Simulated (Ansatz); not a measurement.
Species: diiodo(methyl)borane, CH₃BI₂, charge 0, multiplicity 1. 
Coordinates optimised at B3LYP-D3(BJ)/def2-TZVP (Ansatz, a program for electronic structure):
```xyz
7

C     -2.3611    -0.3071     0.1754
B     -0.8285    -0.1058     0.0393
I      0.4752    -1.7873    -0.1796
I      0.0256     1.8525     0.1419
H     -2.9336     0.5552    -0.1677
H     -2.5826    -0.4288     1.2440
H     -2.7156    -1.2096    -0.3236
```

Total electronic energies in hartree. Cores are frozen in the correlated levels unless marked. No spin-orbit coupling. The frozen core is the preceding noble-gas configuration, with the filled d and f shells of earlier blocks. Past Kr the def2 sets carry scalar-relativistic core potentials. CBS marks a two-point X^-3 extrapolation of the correlation energy; Hartree-Fock from the larger set.

| level | program | energy (Eh) |
|---|---|---|
| HF/def2-SVPD | Ansatz | -657.62022 |
| RI-HF/def2-QZVPP | Ansatz | -657.70932 |
| revPBE-D3(BJ)/def2-TZVPD | Ansatz + dftd3 | -660.34217 |
| revPBE-D4/def2-TZVPD | Ansatz + dftd4 | -660.34419 |
| PBE0/def2-TZVP | Ansatz | ___ |
| CAM-B3LYP/def2-TZVPD | Ansatz | ___ |
| RPA@PBE/def2-QZVPP | Ansatz | -658.71695 |
| RI-MP2/CBS(def2-TZVPP,def2-QZVPP) | Ansatz | -658.3582 |
| CCSD(T)/CBS(def2-TZVPPD,def2-QZVPPD) | Ansatz | -658.4250 |

**Question.** What belongs in the gaps?

**Answer.** 
- PBE0/def2-TZVP, energy (Eh): -660.20401
- CAM-B3LYP/def2-TZVPD, energy (Eh): -660.22247
